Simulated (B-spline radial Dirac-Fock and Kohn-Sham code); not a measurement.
# Photoionisation of oxygen ions at Mg Kα (1253.6 eV)

Level of theory: the independent-particle Dirac-Slater model, thresholds from Dirac-Fock; a radial finite-basis atomic code. Cross sections in kb; a dash marks an empty subshell or a threshold above the photon energy.

```tsv
ion	configuration	total	1s	2s	2p1/2	2p3/2
O	[He] 2s2 2p4	68.97	65.4	3.03	0.169	0.335
O⁺	[He] 2s2 2p3	69.56	65.8	3.26	0.149	0.296
O⁴⁺	[He] 2s2	72.10	67.7	4.39	–	–
```

Values without a named source are computed, but for edge energies of neutral atoms, which are taken from tables.
